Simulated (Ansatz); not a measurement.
`BCCCl` → `BCCl` + `[CH2]` (triplet) at 400 K and 1 bar (formal loss of a carbene).

Gas-phase electronic energies from Ansatz, PBE0-D4/def2-TZVP geometries. CCSD(T)/CBS adds triple-zeta CCSD(T) − MP2 to the extrapolated MP2 energy (def2 sets, frozen cores). This one scheme is used for every species. Triplets are unrestricted, without spin–orbit coupling. Each species was taken in one conformer, which may not be the lowest.

| species | CCSD(T)/CBS energy (Eh) | H − E (kJ/mol) | S (J/(mol·K)) |
| --- | --- | --- | --- |
| `BCCCl` | -564.26783 | 227.8 | 337.8 |
| `BCCl` | -525.00385 | 146.7 | 300.8 |
| `[CH2]` (triplet) | -39.09499 | 59.0 | 205.7 |

H − E and S are ideal-gas, rigid-rotor, harmonic terms from PBE0-D4/def2-TZVP, for one conformer and one mirror image of each species, with the whole ground term of open shells counted as degenerate. 1 Eh = 2625.50 kJ/mol, R = 8.31446 J/(mol·K).

Q: By hand: ΔE, ΔH, ΔS and ΔG.

A: ΔE = (-525.00385) + (-39.09499) − (-564.26783) = 0.16899 Eh = 443.7 kJ/mol. Δ(H − E) = 146.7 + 59.0 − 227.8 = -22.1, so ΔH = 421.6 kJ/mol. ΔS = 300.8 + 205.7 − 337.8 = 168.7 J/(mol·K). ΔG = 421.6 − 400 × (168.7)/1000 = 354.1 kJ/mol.

Q: By hand: the equilibrium constant, and the temperature at which ΔG would vanish if ΔH and ΔS stayed fixed.

A: log₁₀ K = −ΔG/(RT ln 10) = -46.2. ΔG = 0 at ΔH/ΔS = 2499 K.

The number of gas molecules changes by +1, which sets the sign of ΔS. A doubt of 5 kJ/mol in ΔE shifts log₁₀ K by 0.7 here. Other conformers and mirror images would add mixing entropy, several J/(mol·K) or more a flexible species. A triplet takes part, so the spin changes. These are equilibria of isolated gas molecules and say nothing of rates. Largest T1 diagnostic: 0.011 (customary marks: 0.02 for closed shells, 0.045 for open ones).
